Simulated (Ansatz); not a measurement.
Calculated with Ansatz (gas phase, PBE0-D4/def2-TZVP geometries, no zero-point term in ΔE). CCSD(T)/CBS adds triple-zeta CCSD(T) − MP2 to the extrapolated MP2 energy (def2 sets, frozen cores). Functionals use def2-TZVPP. B3LYP here is the variant with VWN-RPA as its local correlation; programs differ in this. Each species was taken in one conformer, which may not be the lowest.

`C[SiH](F)[SiH](F)F` + `O[SiH2]S` → `O[SiH2]S[SiH](F)F` + `C[SiH2]F`  (cleavage of the Si–Si bond)

```
   level  ΔE (kJ/mol)
B3LYP-D4        -86.3
  B2PLYP        -90.2
```

(1) What does CCSD(T)/CBS give? (Estimate.)

Largest T1 diagnostic among the species: 0.012.

Answers

(1) Ansatz gave: -93.6 kJ/mol. The listed levels differ from it by 7.3, 3.4 kJ/mol.

The D4 term adds −3.9 kJ/mol with B3LYP and −1.9 kJ/mol with PBE0; it sums over pairs of atoms, weighted by their polarisabilities, and B3LYP, whose exchange is more repulsive, gets the larger term. From PBE to PBE0 (25 % exact exchange), in def2-TZVPP and without D4, ΔE moves by −6.4 kJ/mol.

CCSD(T)/CBS has its own doubt, a few kJ/mol and more with outer-core shells, so smaller differences from it don't rank the levels.
